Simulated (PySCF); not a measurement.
**Molecular orbitals of GaN**

PBE0 at R = 2.003 Å; PySCF, scalar-relativistic core potentials, basis sets Ga cc-pVTZ-PP with ECP10, N cc-pVTZ. State: ³Σ⁻ (triplet), unpaired electrons π ↑↑. Only the outer orbitals are listed, counted within each symmetry, core potentials removing the inner ones.

| spin | orbital | occ. | ε (eV) | on Ga (%) | main shells (%) |
| --- | --- | --- | --- | --- | --- |
| α | 5σ | 1 | -20.95 | 21 | 79 N s, 15 Ga d |
| α | 6σ | 1 | -10.42 | 64 | 62 Ga s, 31 N p |
| α | 3π | 1 | -8.75 | 8 | 92 N p |
| α | 3π | 1 | -8.75 | 8 | 92 N p |
| α | 7σ | 1 | -6.54 | 52 | 48 N p, 31 Ga s, 20 Ga p |
| α | 4π | 0 | -1.44 | 96 | 95 Ga p |
| α | 4π | 0 | -1.44 | 96 | 95 Ga p |
| α | 8σ | 0 | 0.69 | 100 | 88 Ga p |
| β | 5σ | 1 | -17.57 | 16 | 82 N s, 8 Ga s |
| β | 6σ | 1 | -9.83 | 69 | 68 Ga s, 22 N p, 8 N s |
| β | 7σ | 1 | -5.90 | 45 | 54 N p, 24 Ga p, 21 Ga s |
| β | 3π | 0 | -2.93 | 54 | 53 Ga p, 45 N p |
| β | 3π | 0 | -2.93 | 54 | 53 Ga p, 45 N p |
| β | 4π | 0 | -0.27 | 55 | 47 Ga p, 46 N p |

Question: Which are the highest filled and the lowest empty level, where do they sit, and how wide is the gap?

Answer: Highest filled β 7σ at -5.90 eV (in %: 54 N p, 24 Ga p, 21 Ga s); lowest empty β 3π at -2.93 eV (in %: 53 Ga p, 45 N p); the gap at PBE0 is 2.97 eV.

```
bond order (Mayer)                              : 1.03
⟨S²⟩                                            : 2.008
charge on Ga (Mulliken, basis-dependent)        : 0.34
charge on Ga (Löwdin, basis-dependent)          : 0.17
dipole moment (positive dipole means Ga(−)N(+)) : -1.78 D
polarisability along the bond                   : 49.6 bohr³
polarisability across the bond                  : 55.4 bohr³
```

Spin–orbit coupling is left out. The state is the lowest determinant that a PBE0 search found; another state may lie lower at other levels.
